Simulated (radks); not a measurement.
Results of a calculation; reference values are marked as such.
Yb50+, 20 electrons, occupied as [Ar] 3d2. Level of theory: scalar-relativistic Kohn-Sham, LB94 model potential, spin-polarised, spherical densities, finite nucleus; open shells are filled with parallel spins first (spin-orbit coupling, left out, can overturn this in heavy ions); Fermi nuclear charge, rms radius 5.3108 fm (a radial shooting solver on a logarithmic mesh with Libxc functionals).

Normalised radial functions P(r) = r R(r), r in bohr:

r	2p down	2p up	3p up
0.000891	0.0125	0.0125	0.0068
0.001106	0.0179	0.0179	0.0097
0.001373	0.0258	0.0258	0.0140
0.001703	0.0372	0.0372	0.0202
0.002114	0.0535	0.0535	0.0290
0.002624	0.0769	0.0769	0.0417
0.003283	0.1119	0.1119	0.0607
0.004074	0.1603	0.1602	0.0869
0.005056	0.2287	0.2286	0.1238
0.006275	0.3246	0.3245	0.1755
0.007788	0.4573	0.4571	0.2467
0.009666	0.6376	0.6374	0.3429
0.012	0.8774	0.8772	0.4697
0.01489	1.1868	1.1865	0.6309
0.01848	1.5706	1.5702	0.8259
0.02293	2.0220	2.0214	1.0452
0.02846	2.5148	2.5141	1.2646
0.03533	2.9967	2.9958	1.4393
0.0442	3.3984	3.3974	1.5001
0.05485	3.5886	3.5876	1.3553
0.06808	3.4939	3.4930	0.9325
0.08449	3.0769	3.0764	0.2073
0.1049	2.3932	2.3936	-0.7378
0.1301	1.5970	1.5988	-1.6863
0.1615	0.8837	0.8858	-2.3387
0.2005	0.3888	0.3901	-2.4546
0.2488	0.1289	0.1295	-2.0171
0.3088	0.0301	0.0303	-1.2801
0.3832	0.0046	0.0046	-0.6036
0.4756	0.0004	0.0004	-0.1997
0.5903	0.0000	0.0000	-0.0429

2p down: eigenvalue -12450.7 eV, 0 radial nodes, <r> = 0.0734 bohr, 90 % of the charge inside 0.119 bohr. 2p up: eigenvalue -12450.3 eV, 0 radial nodes, <r> = 0.0734 bohr, 90 % of the charge inside 0.119 bohr. 3p up: eigenvalue -4825.9 eV, 1 radial node at r = 0.0889 bohr, <r> = 0.201 bohr, 90 % of the charge inside 0.298 bohr.
